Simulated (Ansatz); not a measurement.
`[F][In]([Br])[Br]` + HCl → `[Cl][In]([Br])[Br]` + H–F  (ligand exchange at the In–F bond)

Computed with Ansatz on PBE0-D4/def2-TZVP structures; ΔE is electronic, products minus reactants. CBS: MP2 limit from def2 TZ/QZ plus the TZ coupled-cluster correction, frozen cores. This one scheme is used for every species. DFT in def2-TZVPP. HSE06 is defined as in plane-wave codes. Elements past krypton have def2 core potentials. For Br, In outer-core shells are correlated without core-valence functions, which leaves a few kJ/mol of doubt a bond. Scalar relativity is left out up to krypton.

**Question.** Is it downhill or uphill in electronic energy at CCSD(T)/CBS, and by how much? (An estimate is asked.)

**Answer.** The calculation gave: Downhill: ΔE = -62.4 kJ/mol.

**Question.** What do these levels give: PBE-D4, revPBE-D4, ωB97X-V, B2PLYP, HSE06, CAM-B3LYP, HF/def2-SVP, MP2/def2-TZVPP, CCSD(T)/def2-TZVPP, HF/def2-QZVPP, SCS-MP2/def2-QZVPP, HF/CBS(def2)? (An estimate is asked.)

**Answer.** Ansatz gave: PBE-D4 -54.6, revPBE-D4 -53.7, ωB97X-V -54.1, B2PLYP -55.7, HSE06 -62.0, CAM-B3LYP -49.8, HF/def2-SVP -66.1, MP2/def2-TZVPP -67.5, CCSD(T)/def2-TZVPP -61.3, HF/def2-QZVPP -61.7, SCS-MP2/def2-QZVPP -61.3, HF/CBS(def2) -61.4 kJ/mol.

Largest T1 diagnostic among the species: 0.012.

At CCSD(T), def2-SVP lies +9.1 kJ/mol from the extrapolated value and def2-TZVPP +1.1 kJ/mol. The D4 term adds −4.7 kJ/mol with B3LYP and −2.7 kJ/mol with PBE0; it sums over pairs of atoms, weighted by their polarisabilities, and B3LYP, whose exchange is more repulsive, gets the larger term.

B3LYP here is the variant with VWN-RPA as its local correlation; programs differ in this.
